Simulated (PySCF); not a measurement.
Gas-phase reaction: 3 Ga(CH3)3.NH3 + 4 C3H6 (propylene) ⇌ 3 Ga(CH3)2NH2 + 3 CH3C(CH3)2CH3. Level: PBE0/def2-TZVP; standard pressure 1 bar.

Computed with PySCF and rigid-rotor harmonic-oscillator thermochemistry at 1 bar. All species are closed-shell singlets. Ga: all electrons, no relativistic terms. Adducts (Ga(CH3)3.NH3) have no counterpoise correction, and HF, PBE, BLYP, B3LYP and PBE0 lack dispersion. Methyl groups turn as free rotors in Ga(CH3)2NH2. Ga(CH3)2NH2: computed as isolated molecules; such fragments, hydroxides, amides, oligomers or adducts are transient or little studied in the gas. The harmonic model lacks anharmonicity and excited electronic states, which grow with temperature; levels with a mode under 35 cm⁻¹ are left out. Internal rotation in C3H6 (propylene), CH3C(CH3)2CH3 is treated as a harmonic vibration of one conformer, which makes the entropy rough. Soft modes under 120 cm⁻¹ make the harmonic entropy rough for Ga(CH3)3.NH3.

```csv
T (K),1000/T (1/K),log10 K
1000,1.0000,0.40
1200,0.8333,-3.07
1400,0.7143,-5.57
1600,0.6250,?
1800,0.5556,-8.93
2000,0.5000,-10.11
```

Task: Fit log10 K = a + b·(1000/T) to the five rows, get the mean ΔH° and ΔS°, and predict log10 K at 1600 K.

Result: Means: 1000/T = 0.7206, log10 K = -5.456. Sums of products about the means: Sxy = 3.50567, Sxx = 0.166695, so b = Sxy/Sxx = 21.03 and a = -5.456 − (21.03)×0.7206 = -20.61.
ΔH° = −R ln 10 × 1000 K × b = −19.145 × (21.03) = -403 kJ; ΔS° = R ln 10 × a = -395 J/K. The run's own values go from -398 kJ and -390 J/K at 1000 K to -408 kJ and -398 J/K at 2000 K.
Prediction at 1600 K: -20.61 + (21.03)×0.6250 = -7.47. The computed value is -7.46, 0.01 from the line.
For scale, ΔH°(298 K) is -376 kJ at this level, -364 kJ at ωB97M-V/def2-TZVP†, and runs from -459 to -256 kJ over the 17 levels computed († marks an energy on the PBE0/def2-TZVP geometry).
